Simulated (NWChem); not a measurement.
CH$_{4}$O$_{3}$Si; SMILES O=CO[SiH2]O

```xyz
9

O      0.9222    -1.5157     0.2808
C     -0.1971    -1.5717    -0.1610
O     -0.9950    -0.5272    -0.3085
Si    -0.4261     1.0089     0.2409
O      1.0700     1.3243    -0.3672
H     -0.6810    -2.5123    -0.4966
H     -0.4781     0.9508     1.7255
H     -1.3808     1.9816    -0.3303
H      1.7104     0.6345    -0.1460
```
Atoms are numbered in this order, from 1.

All runs: NWChem. Medium grid unless said otherwise, to which SCAN and Minnesota functionals are sensitive. Structure relaxed at the PBE0/def2-SVP level. Total energies of different functionals are on different scales.

```csv
level,energy (Ha),highest occupied level (eV),orbital gap (eV),dipole (D),relative time
PBE/def2-TZVP,-555.4627,-7.02,5.31,1.15,2
B3LYP/def2-TZVP,-555.9233,-8.45,7.59,1.30,2
CAM-B3LYP/def2-TZVP,-555.8193,-10.21,10.80,1.36,10
M06-2X/def2-TZVP,-555.7798,-10.43,10.90,1.39,1
PBE0/def2-TZVP,-555.4884,-8.70,8.14,1.29,1
BLYP/def2-TZVP,-555.8514,-6.94,5.33,1.18,1
```

The last column is a rough cost ratio, cheapest run = 1.
